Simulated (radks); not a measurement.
The sulfur anion S-, [Ne] 3s2 3p5, held by a Watson sphere: a shell of charge +1 at radius R that stands for the Madelung well of a crystal (potential energy -1/R inside, -1/r outside, in hartree with lengths in bohr). Calculated with a radial shooting solver on a logarithmic mesh with Libxc functionals: scalar-relativistic Kohn-Sham, LB94 model potential, spin-unpolarised, spherical densities, point nucleus. Response by self-consistent Sternheimer equations with the Hartree and adiabatic LDA kernel, the relativistic mass of each level held fixed and spin-orbit coupling left out. The sphere does not respond.

[
 {"R (bohr)": "2.49", "e(2p) (eV)": "-169.27", "e(3s) (eV)": "-21.258", "e(3p) (eV)": "-11.436", "<r> 3p (bohr)": "2.131", "sum of <r^2> (bohr^2)": "36.27", "X-ray form factor at sin(theta)/lambda = 0.3 1/angstrom": "9.064", "alpha (bohr^3)": "25.70"},
 {"R (bohr)": "2.77", "e(2p) (eV)": "-168.98", "e(3s) (eV)": "-20.747", "e(3p) (eV)": "-10.986", "<r> 3p (bohr)": "2.162", "sum of <r^2> (bohr^2)": "37.24", "X-ray form factor at sin(theta)/lambda = 0.3 1/angstrom": "9.064", "alpha (bohr^3)": "27.99"},
 {"R (bohr)": "3.15", "e(2p) (eV)": "-168.54", "e(3s) (eV)": "-20.112", "e(3p) (eV)": "-10.395", "<r> 3p (bohr)": "2.196", "sum of <r^2> (bohr^2)": "38.34", "X-ray form factor at sin(theta)/lambda = 0.3 1/angstrom": "9.068", "alpha (bohr^3)": "31.13"},
 {"R (bohr)": "3.16", "e(2p) (eV)": "-168.53", "e(3s) (eV)": "-20.096", "e(3p) (eV)": "-10.380", "<r> 3p (bohr)": "2.197", "sum of <r^2> (bohr^2)": "38.37", "X-ray form factor at sin(theta)/lambda = 0.3 1/angstrom": "9.068", "alpha (bohr^3)": "31.21"},
 {"R (bohr)": "3.83", "e(2p) (eV)": "-167.74", "e(3s) (eV)": "-19.131", "e(3p) (eV)": "-9.438", "<r> 3p (bohr)": "2.238", "sum of <r^2> (bohr^2)": "39.79", "X-ray form factor at sin(theta)/lambda = 0.3 1/angstrom": "9.074", "alpha (bohr^3)": "36.41"},
 {"R (bohr)": "4.61", "e(2p) (eV)": "-166.91", "e(3s) (eV)": "-18.219", "e(3p) (eV)": "-8.527", "<r> 3p (bohr)": "2.265", "sum of <r^2> (bohr^2)": "40.81", "X-ray form factor at sin(theta)/lambda = 0.3 1/angstrom": "9.077", "alpha (bohr^3)": "41.38"}
]
